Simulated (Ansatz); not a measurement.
Reaction (formal loss of a carbene): `BC(B)CF` → `BCB` + `[CH]F`

Computed with Ansatz on PBE0-D4/def2-TZVP structures; ΔE is electronic, products minus reactants. CCSD(T)/CBS adds triple-zeta CCSD(T) − MP2 to the extrapolated MP2 energy (def2 sets, frozen cores). This one scheme is used for every species. Functionals use def2-TZVPP. Each species was taken in one conformer, which may not be the lowest.

```json
{"level": "B2PLYP", "ΔE (eV)": "3.81"}
{"level": "revPBE", "ΔE (eV)": "3.65"}
{"level": "MP2/def2-SVP", "ΔE (eV)": "4.10"}
{"level": "SCS-MP2/def2-TZVPP", "ΔE (eV)": "3.89"}
```

Q: What does CCSD(T)/CBS give? (Estimate.)

A: The calculation gave: +3.85 eV. The listed levels differ from it by -0.04, -0.20, 0.25, 0.04 eV.

Largest T1 diagnostic among the species: 0.018.

Leaving LDA and LC-ωPBE aside and taking each functional with its dispersion term where it has one, the values, not all of them listed here, spread over 0.41 eV, from BLYP-D4 to PBE-QIDH. LDA lies +0.63 eV from PBE without D4. The D4 term adds +0.12 eV with B3LYP and +0.06 eV with PBE0; it sums over pairs of atoms, weighted by their polarisabilities, and B3LYP, whose exchange is more repulsive, gets the larger term. In def2-TZVPP, CCSD(T) changes the Hartree–Fock value by +0.42 eV (the triples alone add +0.03 eV) and MP2 by +0.71 eV.

B3LYP here is the variant with VWN-RPA as its local correlation; programs differ in this.
